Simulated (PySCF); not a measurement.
# K: ionisation energy

K [Ar] 4s1 (2S) → K⁺ [Ar] (1S), as a difference of total energies. All numbers are calculated (PySCF 2.14, the spin-free X2C one-electron Hamiltonian (Gaussian nucleus), in x2c-QZVPPall (11s7p4d3f, 73 functions)). Correlated levels: valence and next inner shell: [Ne] frozen. The calculations carry no spin-orbit coupling.

| method | ionisation energy (eV) | error (eV) |
| --- | --- | --- |
| UHF | 4.022 | -0.319 |
| LDA | 4.545 | +0.204 |
| PBE | 4.463 | +0.122 |
| PBE0 | 4.390 | +0.049 |
| r2SCAN | 4.263 | -0.078 |
| r2SCANh | 4.270 | -0.071 |
| wB97X-V | 4.203 | -0.138 |
| TPSS | 4.268 | -0.073 |
| MP2 (valence and next inner shell) | 4.297 | -0.044 |
| SCS-MP2 (valence and next inner shell) | 4.241 | -0.100 |

Reference: 4.341 eV (measured; NIST Atomic Spectra Database, ionization energies).

Errors of the correlated levels include the incompleteness of this basis and the frozen core.
